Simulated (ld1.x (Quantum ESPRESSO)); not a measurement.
## Varying the PAW potential for platinum

Base potential:

platinum (Pt), PAW, made with ld1.x (Quantum ESPRESSO) 7.5 (PBE, scalar-relativistic). Core [Kr] 4d10 4f14, reference 5s2 5p6 5d8 6s0 6p0 (charge +2). Waves: 5s (bound): rcut 1.20, rcutus 1.45 bohr; 6s (bound, empty): rcut 1.20, rcutus 1.45 bohr; 5p (bound): rcut 1.75, rcutus 1.90 bohr; 6p (bound, empty): rcut 1.75, rcutus 1.90 bohr; 5d (bound): rcut 1.75, rcutus 2.05 bohr; 5d channel at 0.4 Ry: rcut 1.75, rcutus 2.05 bohr. Local part: all-electron potential smoothed inside 1.80 bohr (lloc = -1). Core correction: Bessel-smoothed model core inside 1.00 bohr. Augmentation charge: PSQ, inside the norm-conserving radii.

All-electron outer shells of the reference configuration (PBE, scalar-relativistic, ld1.x):

| shell | level (eV) | outermost node (bohr) | outermost maximum (bohr) |
| --- | --- | --- | --- |
| 5s | -122.77 | 0.49 | 0.87 |
| 4f | -91.10 | – | 0.38 |
| 5p | -76.84 | 0.53 | 0.98 |
| 5d | -25.88 | 0.57 | 1.24 |
| 6s | -22.13 | 1.13 | 2.18 |
| 6p | -14.35 | 1.33 | 2.77 |

Cutoffs, loose and tight: the cutoffs (Ry, on a coarse ladder) from which the occupation-weighted sum of valence levels, in a spherical-Bessel basis at the reference potential, stays within 10 and 1 mRy of its value at 400 Ry. They do not see the model core or the augmentation charge, which bear on the density cutoff. Test errors are all-electron minus pseudo excitation energies from the reference, over the configurations 5s2 5p6 5d9 6s1 6p0; 5s2 5p6 5d9 6s0 6p0; 5s2 5p6 5d7 6s0 6p0; 5s2 5p6 5d9.5 6s0.5 6p0; 5s2 5p6 5d9 6s0 6p1; 5s2 5p6 5d8 6s1 6p0; 5s2 5p6 5d6 6s0 6p0. A dash means not determined; rows that change the core or the reference have their own tests. The largest error is taken over the tests solved by every variant that gives reliable tests at all: 5s2 5p6 5d7 6s0 6p0; 5s2 5p6 5d9 6s0 6p0; 5s2 5p6 5d9 6s1 6p0; 5s2 5p6 5d9.5 6s0.5 6p0.

Cutoffs are not given where the Bessel-basis levels miss the radial ones by over 6 mRy, ghosts where they miss by over 20 mRy; a channel whose overlap is not positive is not tested.

A file whose overlap is not positive is unfit for use, and its test errors describe a broken file.

| change | outcome | bound ghosts | largest test error (meV) |
| --- | --- | --- | --- |
| base | generated, overlap not positive | not determined (overlap not positive) | -88 |
| core correction a·sin(br)/r model core, default radius (ld1.x builds one for every PAW set, though the input has nlcc=.false.) | generated, overlap not positive | not determined (overlap not positive) | -81 |
| core correction Bessel-smoothed model core inside 0.60 bohr | generated, overlap not positive | not determined (overlap not positive) | -91 |
| core correction Bessel-smoothed model core inside 0.74 bohr | generated, overlap not positive | not determined (overlap not positive) | -91 |
| core correction Bessel-smoothed model core inside 0.92 bohr | generated, overlap not positive | not determined (overlap not positive) | -89 |
| core correction Bessel-smoothed model core inside 1.10 bohr | generated, overlap not positive | not determined (overlap not positive) | -87 |
| core correction Bessel-smoothed model core inside 1.20 bohr | generated, overlap not positive | not determined (overlap not positive) | -85 |
| core correction Bessel-smoothed model core inside 1.42 bohr | generated, overlap not positive | not determined (overlap not positive) | -83 |
| core correction Bessel-smoothed model core inside 1.60 bohr | generated, overlap not positive | not determined (overlap not positive) | -82 |
| core correction Bessel-smoothed model core inside 1.70 bohr | generated, overlap not positive | not determined (overlap not positive) | -81 |
